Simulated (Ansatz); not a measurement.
Geometry optimisation, RKS B3LYP-D4/def2-SVP (Ansatz).

Input file:

```yaml
crystal:
  periodic: [false, false, false]
  atoms:
    - { symbol: C, position_ang: [-0.75312, 0.13778, -0.81217] }
    - { symbol: O, position_ang: [-0.82011, -0.32362, 0.60343] }
    - { symbol: As, position_ang: [0.73836, -0.75205, 1.18231] }
    - { symbol: H, position_ang: [-1.82555, 0.37681, -1.0337] }
    - { symbol: H, position_ang: [-0.24425, 1.14548, -0.77022] }
    - { symbol: H, position_ang: [1.49771, 0.60879, 0.94448] }
    - { symbol: H, position_ang: [-0.05463, -0.592, -1.2216] }
total_charge: -1
basis:
  gaussian: { orbitals: def2-SVP }
hamiltonian:
  xc: b3lyp
  dispersion: d4
relax:
  f_tol: 0.02
  max_steps: 50
output:
  orbitals: {}
```

Command:

```bash
$ ansatz run input.yaml --threads 1 --pin off --max-ram 2048MiB --backend cpu --events-out ev --progress --plain --runs-dir out
```

Where does it end, and by what steps?

The run converged. Limits of this set-up: an anion without diffuse functions, the dipole of an ion depends on the origin. After 7 steps the energy has fallen by 0.940 eV; H6 moved furthest, 0.34 Å.

```tsv
step	energy less start (eV)	largest force component (eV/Å)	accepted
0	0.0000	4.094	yes
1	-0.6476	2.615	yes
2	-0.9038	0.899	yes
3	-0.9344	0.222	yes
4	-0.9377	0.042	yes
5	-0.9392	0.020	yes
6	-0.9396	0.044	yes
7	-0.9398	0.018	yes
```

```xyz
7
Properties=species:S:1:pos:R:3
C -0.784 0.161 -0.744
O -0.770 -0.225 0.576
As 0.924 -0.814 1.252
H -1.838 0.313 -1.088
H -0.251 1.128 -0.938
H 1.569 0.614 1.273
H -0.311 -0.576 -1.438
```

The run took 25 s on 1 thread of Arm Neoverse V1, on a shared host, peak memory 0.16 GiB.
